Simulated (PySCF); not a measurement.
The dipole of `[Cl][Y]([Cl])[Cl]` from its density and from atomic charges.

Coordinates (PBE0-D3(BJ)/def2-SVP, Å) and charges (e) from the PBE0/pcSseg-1 (def2-TZVP on Y) density (PySCF):

```json
{"atom": "Y1", "x": "0.019", "y": "0.000", "z": "0.079", "Mulliken": "+1.0723", "ESP-fitted": "+1.2720"}
{"atom": "Cl2", "x": "2.436", "y": "0.001", "z": "0.410", "Mulliken": "-0.3642", "ESP-fitted": "-0.4279"}
{"atom": "Cl3", "x": "-1.228", "y": "2.056", "z": "-0.244", "Mulliken": "-0.3540", "ESP-fitted": "-0.4221"}
{"atom": "Cl4", "x": "-1.227", "y": "-2.057", "z": "-0.244", "Mulliken": "-0.3541", "ESP-fitted": "-0.4220"}
```

Problem. Compute μ = Σ q r for each scheme (1 e·Å = 4.803 D) and compare with the dipole of the full density.

Solution. The full density gives (0.05, 0.00, 0.74) D, 0.74 D in size; dipole vectors point from the negative to the positive end.

```tsv
scheme	μx	μy	μz	size (D)	share of the full size (%)	angle to the full dipole (°)
Mulliken	0.01	0.00	0.52	0.52	70	3
ESP-fitted	0.08	0.00	0.63	0.63	86	4
```

Problem. Which set comes closest?

Solution. Length of the difference vector: ESP-fitted 0.11 D, Mulliken 0.22 D. Closest: ESP-fitted. 

Problem. With the origin at the mean of the coordinates, (0.000, 0.000, 0.000) Å, which are the largest single terms, by size, of the Mulliken dipole along the direction of the full one?

Solution. Cl2 -0.98, Cl3 +0.55, Cl4 +0.54, Y1 +0.41 D; all 4 atoms together +0.52 D. The single terms depend on the origin, their sum doesn't.

Problem. Give the size of the full dipole in other units.

Solution. 0.74 D = 0.290 au = 0.154 e·Å = 2.46 × 10⁻³⁰ C·m.

Geometry: PBE0-D3(BJ)/def2-SVP; no solvent, vibrations or thermal averaging. Atoms past krypton carry effective core potentials; spin–orbit coupling is left out.
